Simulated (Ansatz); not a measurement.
Problem. Name a neutral molecule of B, O and H with size of the dipole moment (ωB97M-V/def2-TZVPP) between 0.20 and 0.50 D and vertical ionisation energy (CCSD(T)/CBS(def2)) between 9.55 and 9.85 eV (Ansatz, PBE0-D4/def2-TZVP geometry).

Solution. `BB1BO1` (0.35 D, 9.74 eV). Other molecules can fit too; these were computed, each in one conformer that needn't be the lowest.
